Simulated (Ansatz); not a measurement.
```yaml
crystal:
  periodic: [false, false, false]
  atoms:
    - {symbol: C, position_ang: [-1.346422, 1.239452, 0.106618]}
    - {symbol: Zr, position_ang: [0.449887, 0.043967, -0.281751]}
    - {symbol: N, position_ang: [1.693343, 0.092449, 1.009696]}
    - {symbol: N, position_ang: [-0.046783, -1.821147, -0.784494]}
    - {symbol: Cl, position_ang: [1.216588, 1.009219, -2.343170]}
    - {symbol: H, position_ang: [-1.679202, 0.727667, 1.109135]}
    - {symbol: H, position_ang: [-1.285638, 2.266828, 0.448769]}
    - {symbol: H, position_ang: [-2.180017, 0.976583, -0.417846]}
    - {symbol: H, position_ang: [2.653238, 0.066376, 1.054492]}
    - {symbol: H, position_ang: [1.255552, 0.029969, 2.050342]}
    - {symbol: H, position_ang: [0.137217, -2.677677, -0.304108]}
    - {symbol: H, position_ang: [-0.800227, -2.076854, -1.727087]}
basis:
  gaussian: {orbitals: ANO-RCC-VTZP}
total_charge: 2
magnetization: {spin_polarized: true, initial_magnetization: 0}
hamiltonian: {xc: {name: B97M-V}}
scf: {lower_state_search: light}
```

```sh
$ ansatz run in.yaml --threads 2 --pin off --events-out ev --progress --plain --max-ram 22528MiB --backend cuda --devices 0, --max-vram 18GiB
```

Shortened log:

```
Functional definition: B97M-V
1992 factors; their error is unknown
mean field evaluation 1: about -114510.1893 eV, gradient 1.1e2 eV
mean field evaluation 2: about -113972.6802 eV, gradient 3.3e2 eV
mean field evaluation 4: about -114545.8619 eV, gradient 5.7e1 eV
mean field evaluation 8: about -114563.4478 eV, gradient 2.2e1 eV
mean field evaluation 16: about -114566.4263 eV, gradient 1.2e1 eV
mean field evaluation 32: about -114567.3256 eV, gradient 1.2e0 eV
mean field evaluation 64: about -114568.0424 eV, gradient 9.2e-2 eV
mean field -114568.00788206 eV, -4210.2966326808 hartree, gradient 2.0e-5 eV, S^2 0.996311; 12 other end points of the search recorded, 0 dependent functions left out
reference -114568.00795822 eV, -4210.2966354798 hartree; 41, 41 occupied and 249, 249 virtual orbitals, 1992 factors
Total energy: -114568.00795822 eV, -4210.2966354798 hartree
Relativity: scalar
```

What is wrong with this run?

The charge is far from anything that the molecule holds. The run converged. The result belongs to that input, not to the molecule as meant.
